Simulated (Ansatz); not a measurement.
Species: C₂H₇GeO (charge 0, doublet). It need not be the lowest isomer of its formula. 
Geometry from a B3LYP-D3(BJ)/def2-TZVP (Ansatz, a program for electronic structure) optimisation:
```xyz
11

C     -2.9186     0.0628     0.0988
C     -1.5557    -0.4555     0.3355
O     -0.5978     0.3928    -0.2786
Ge     1.1412     0.0272    -0.0582
H     -3.0555     1.0937    -0.1924
H     -3.7803    -0.5520     0.3174
H     -1.4708    -1.4856    -0.0489
H     -1.3591    -0.5272     1.4229
H      1.8679     1.1297    -0.8338
H      1.4725     0.0591     1.4482
H      1.4357    -1.3755    -0.6285
```
Charge 0, spin multiplicity 2.

Basis-set convergence of Hartree-Fock and CCSD correlation energies (hartree) with Ansatz. Correlated levels leave the core frozen unless marked. Open shells are spin-unrestricted. No spin-orbit coupling. The frozen core is the preceding noble-gas configuration, with the filled d and f shells of earlier blocks. No relativistic terms.

```
basis        functions        E(HF)  E(corr, CCSD)
-----------  ---------  -----------  -------------
aug-cc-pVDZ        168  -2229.97881       -0.62735
aug-cc-pVTZ        358   (withheld)     (withheld)
```

Fill in the missing entries.


- aug-cc-pVTZ, E(HF): -2230.09255
- aug-cc-pVTZ, E(corr, CCSD): -0.73690
